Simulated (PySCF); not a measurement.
Excitation energy of In by level of theory

In [Kr] 4d10 5s2 5p1 (2P) → In [Kr] 4d10 5s2 5d1 (2D), as a difference of total energies. Calculation: PySCF 2.14, in aug-cc-pVTZ-PP with one added diffuse shell each of d, f type with ECP28MDF (6s5p5d3f, 67 functions); a scalar-relativistic core potential. Correlated levels: valence: 4s2 4p6 4d10 frozen. The calculations carry no spin-orbit coupling.

| method | excitation energy (eV) |
| --- | --- |
| UHF | 3.680 |
| MP2 (valence) | 3.780 |
| SCS-MP2 (valence) | 3.777 |
| CCSD (valence) | 3.764 |
| CCSD(T) (valence) | 3.759 |

Question: How much does correlation contribute at CCSD(T) (valence)?

Answer: 3.759 − (3.680) = 0.079 eV, measured against UHF.

Errors of the correlated levels include the incompleteness of this basis and the frozen core.

The coupled-cluster amplitudes are large for the upper state (T1 above 0.03 or a double amplitude above 0.15), so a single reference is strained.

For comparison: 3.897 eV (measured; NIST levels, between the centres of gravity of the two terms).
